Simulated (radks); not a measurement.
Values are calculated unless marked as measured or tabulated.
Neutral phosphorus inside a hard spherical wall (all orbitals vanish at R), configuration held at [Ne] 3s2 3p3 and not refilled when levels cross. Level of theory: non-relativistic Kohn-Sham, PBE, spin-polarised, spherical densities, point nucleus; open shells are filled with parallel spins first (a radial shooting solver on a logarithmic mesh with Libxc functionals). Eigenvalues in eV for spin up, with the zero of energy where the potential of the charges vanishes at infinity; a dash marks a level that is unbound or too diffuse for the functional's potential to be trusted. A positive occupied level is held by the wall or, in an anion where self-interaction has pushed it up, behind a barrier. The pressure on the wall is -dE/dV.

R (bohr),E (hartree),kinetic (hartree),e(2s),e(2p),e(3s),e(3p),"e(4s, empty)","e(4p, empty)",pressure (GPa)
free,-341.11568,340.654,-172.71,-124.21,-14.729,-6.294,-,-,0
20,-341.11568,340.654,-172.71,-124.21,-14.729,-6.294,-,-,< 0.0001
12,-341.11568,340.654,-172.71,-124.21,-14.728,-6.293,-0.297,0.962,0.000100
10,-341.11561,340.655,-172.70,-124.20,-14.722,-6.287,0.056,1.670,0.00220
7,-341.11171,340.687,-172.44,-123.94,-14.545,-6.100,2.418,5.386,0.256
5,-341.05383,341.025,-170.54,-122.03,-13.312,-4.664,10.572,15.839,8.21
4,-340.85090,341.963,-166.61,-118.07,-10.665,-1.437,24.323,31.450,58.0
3.5,-340.54845,343.150,-162.54,-113.97,-7.594,2.291,38.621,46.790,168
2.5,-338.20328,350.423,-144.87,-96.079,10.936,23.652,112.05,120.90,1910
2,-333.80362,361.851,-126.29,-77.072,41.531,56.373,213.65,218.10,8360
1.5,-319.92345,393.919,-90.881,-39.861,132.69,145.88,467.31,449.57,51700
